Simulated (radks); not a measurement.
Values are calculated unless marked as measured or tabulated.
Q: The mean radii <r> (bohr) of the occupied orbitals of an atom or ion are listed with their occupations. Code: a radial shooting solver on a logarithmic mesh with Libxc functionals. Model: Dirac Kohn-Sham, LDA (Slater exchange, Perdew-Wang correlation), spin-unpolarised, spherical densities, point nucleus.

orbital  occ.      <r>
1s1/2       2  0.04706
2s1/2       2   0.2102
2p1/2       2   0.1814
2p3/2       4   0.1850
3s1/2       2   0.6253
3p1/2       2   0.6405
3p3/2       4   0.6513
3d3/2       4   0.7324
3d5/2       6   0.7377
4s1/2       2    2.023
4p1/2       1    2.510

Name the element and its charge. Open shells, if any, fill j = l - 1/2 first.

A: Z = 32, germanium, charge +1: Ge+ in [Ar] 3d10 4s2 4p1. The 1s radius gives Z: for a bare nucleus <r> = (2 gamma + 1)/(2Z) with gamma = sqrt(1 - (Z/c)^2), 0.04601 bohr for Z = 32, and screening makes it slightly larger (0.04706 here). The occupations add up to 31, and the charge is Z minus that.
